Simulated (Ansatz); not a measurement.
A made-up structure of B₃SiH₅, singlet:

B1  (-0.026, 1.542, -0.793)
Si2  (-0.221, -0.339, 1.438)
B3  (-0.002, -1.726, 0.942)
B4  (0.299, -0.387, -0.545)
H5  (-0.834, 1.886, -1.605)
H6  (0.508, 2.354, -0.105)
H7  (0.365, -1.062, -1.474)
H8  (0.093, -2.842, 0.574)
H9  (-0.199, 0.996, 1.921)
(Å)

It is relaxed with PBE-D4/def2-SVP and then PBE0-D4/def2-TZVP (Ansatz 0.2.0). Atoms count as bonded within 1.22 times the sum of their covalent radii (H–H: 0.88 Å). The end point is not checked to be a true minimum.

Task: Does its bonding change? (A judgement: the text doesn't fix the answer.)

Result: By the calculation: Yes. Formed: B1–Si2, B1–H9; broken: none.

Where it ends: The first stage lowers the energy by 3.84 eV in 14 steps. It ends as B₃SiH₅ ([H]1[BH2]2[BH]3[BH][Si]132):
```
atom    x (Å)    y (Å)    z (Å)
  B1  -0.0790   1.2572  -0.2104
 Si2  -0.3149  -0.1252   1.3239
  B3   0.1056  -1.7698   0.4469
  B4   0.1904  -0.4593  -0.4722
  H5  -1.0608   1.6796  -0.7562
  H6   0.9257   1.9129  -0.2405
  H7   0.5086  -0.6653  -1.6053
  H8   0.1556  -2.9040   0.7669
  H9  -0.4470   1.4954   1.0993
```

Labels in which every atom is bracketed show which atoms are joined, not bond orders.

For scale, one of the runs: PBE0-D4/def2-TZVP relaxation, 160 basis functions, launched by `ansatz run in.yaml --threads 2 --pin off --events-out ev --progress --plain --max-ram 4352MiB`. Hardware: 2 CPU threads of an Arm Neoverse V2, shared host. Wall time about 28 s.
